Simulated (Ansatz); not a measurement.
Cl2Mg (SMILES [Cl][Mg][Cl]), singlet, geometry from GFN2-xTB (such geometries of metal compounds can be far from the true shape).

Ansatz (an electronic-structure program) was given this input:
Ansatz 0.2 input:
```yaml
crystal:
  periodic: [false, false, false]
  atoms:
    - {symbol: Mg, position_ang: [0.19399681, 0.27820801, 0.27282162]}
    - {symbol: Cl, position_ang: [1.38743119, 0.24793396, -1.48450411]}
    - {symbol: Cl, position_ang: [-1.52437011, -0.44431609, 1.29192414]}
basis:
  gaussian:
    orbitals: def2-SVP
hamiltonian:
  xc: {name: BHLYP}
accuracy: high
```

Question: Give the number of basis functions at the level BHLYP/def2-SVP in Ansatz.

Answer: 54

Question: Estimate the total energy that BHLYP/def2-SVP returns for this input.

Answer: -1120.2710 Eh
